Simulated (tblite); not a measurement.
Run record: tight-binding relaxation, `BBB[SiH2]C(F)(F)F`.

Computed with GFN2-xTB geometry optimisation, gas phase (tblite 0.8.0). Start geometry: from a force field or distance geometry. A driver script takes a list of jobs; this job's settings line and coordinates (Å) are shown.

Command:
```bash
OMP_NUM_THREADS=1 python probes_run.py task.json out
```

Input:
```
{"job": {"kind": "relax", "xc": "GFN2-xTB", "basis": "xTB"}, "charge": 0, "multiplicity": 1}
B      2.837600     0.884400     0.551300
B      1.556900    -0.188000     0.741700
B      0.696100    -0.581100    -0.607200
Si    -1.169900    -1.087500    -0.343700
C     -2.191200     0.437300     0.036700
F     -1.653800     1.514400    -0.662400
F     -2.273600     0.700500     1.380100
F     -3.470000     0.295000    -0.474300
H      2.483400     2.021100     0.494800
H      3.569000     0.561300    -0.320800
H      1.682900    -0.968400     1.643800
H      0.858700     0.104700    -1.570200
H     -1.676500    -1.603100    -1.618400
H     -1.250300    -2.091100     0.726300
```

Output:
```
step      E/eV     max force
  0    -672.27659    2.852
  1    -672.69683    2.091
  2    -673.15728    1.393
  3    -673.29413    0.710
  4    -673.36463    0.467
  5    -673.38546    0.387
  6    -673.41326    0.401
  7    -673.43156    0.477
  8    -673.45344    0.493
  9    -673.48090    0.440
... (94 lines left out)
104    -674.03835    0.013
105    -674.03837    0.013
106    -674.03839    0.012
107    -674.03842    0.014
108    -674.03848    0.028
109    -674.03858    0.043
110    -674.03872    0.047
111    -674.03883    0.032
112    -674.03887    0.011
113    -674.03888    0.006
```

«max force» is the largest atomic force in eV/Å.

**Question.** From which step on does the largest force stay under 0.1 eV/Å, and how much energy is left to gain from there?

**Answer.** From step 82 (0.096 eV/Å), 5.9 meV above the end.

In short: energy lowered by 40.6 kcal/mol over 113 steps; largest atomic force 0.006 eV/Å at the end.

**Question.** Estimate the wall time. Hardware: Arm Neoverse N1, one thread, no GPU, shared host with 64 logical CPUs at a one-minute load of 61.

**Answer.** About 1.2 s.
Labels such as C1 count atoms from 1, the log's own numbers from 0.
